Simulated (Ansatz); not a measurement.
Compare A (`O[SiH]1OCS1`) with its isomer B (`O=CS[SiH2]O`).

Calculated with Ansatz (gas phase, PBE0-D4/def2-TZVP geometries, no zero-point term in ΔE). CBS: MP2 limit from def2 TZ/QZ plus the TZ coupled-cluster correction, frozen cores. Functionals use def2-TZVPP. B3LYP here is the variant with VWN-RPA as its local correlation; programs differ in this. Each species was taken in one conformer, which may not be the lowest.

(1) Which isomer does CCSD(T)/CBS put lower? Give the gap. (An estimate is asked.)

(2) Give E(B) − E(A) in kJ/mol with PBE0-D4, HF/def2-TZVPP, ωB97M-V, CCSD/def2-TZVPP, B3LYP, CCSD(T)/def2-TZVPP, r2SCAN-D4. (Estimate.)

Largest T1 diagnostic: 0.016.

## Answers

(1) The calculation gave: A, by 98.3 kJ/mol.

(2) Ansatz gave: PBE0-D4 94.2, HF/def2-TZVPP 92.2, ωB97M-V 96.5, CCSD/def2-TZVPP 98.4, B3LYP 77.4, CCSD(T)/def2-TZVPP 93.5, r2SCAN-D4 84.0. None reverses the order clearly.

From PBE to PBE0 (25 % exact exchange), in def2-TZVPP and without D4, E(B) − E(A) moves by +19.3 kJ/mol.
